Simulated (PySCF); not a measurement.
C2H6MgO.

```xyz
10

Mg     0.1636    -0.7383     0.0000
C      0.6394     1.3005     0.0000
C     -0.5611     2.2636     0.0000
H      1.2814     1.5134    -0.8758
H      1.2814     1.5134     0.8758
H     -1.2060     2.1221     0.8848
H     -1.2060     2.1221    -0.8848
H     -0.2548     3.3256     0.0000
O     -0.2338    -2.4663     0.0000
H     -0.4588    -3.3915     0.0000
```
Charge 0, spin multiplicity 1.

The structure is a stationary point at ωB97X-D3(BJ)/def2-SVP. One conformer was computed; it need not be the lowest.

Method: PySCF with B3LYP/pcSseg-1. Non-relativistic, no solvent.

### Question
Give the absolute GIAO shielding of each atom: isotropic value and principal components (ppm). (Estimate from the structure and the level; the computed values follow.)

### Answer

```
atom  σ(iso)    σ11    σ22    σ33   span
----  ------  -----  -----  -----  -----
Mg1    511.8  404.8  420.1  710.5  305.7
C2     185.5  170.5  181.6  204.4   33.9
C3     162.5  152.4  155.2  179.7   27.3
H4      31.2   26.8   29.5   37.3   10.5
H5      31.2   26.8   29.5   37.3   10.5
H6      30.1   25.8   28.8   35.8   10.0
H7      30.1   25.8   28.8   35.8   10.0
H8      29.6   24.6   27.3   36.9   12.3
O9     376.4  354.0  356.5  418.7   64.7
H10     31.7   23.5   23.6   48.1   24.6
```
